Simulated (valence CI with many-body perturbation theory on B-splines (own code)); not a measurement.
Which ion has this spectrum?

A relativistic CI+MBPT calculation for an atom or ion with 34 electrons gives these levels (eV):

```
J  Parity       E     g
2    even    0.00  1.36
0    even    6.49      
1    even   34.04  1.50
2    even   37.56  1.13
0    even   74.44      
2     odd  102.11  1.49
1     odd  107.35  1.22
2     odd  111.47  1.03
0     odd  112.82      
3     odd  113.23  1.18
1     odd  118.80  1.32
4     odd  119.44  1.30
2     odd  124.27  1.31
3     odd  128.52  1.12
```

The energies are calculated, and their last digits are not significant.

Problem. Which is it?
A. Eu29+
B. Sm28+
C. Tb31+
D. Pm27+

Solution. B. Sm28+, ground level (4s^2 4p1/2^2 4p3/2^2) J=2.
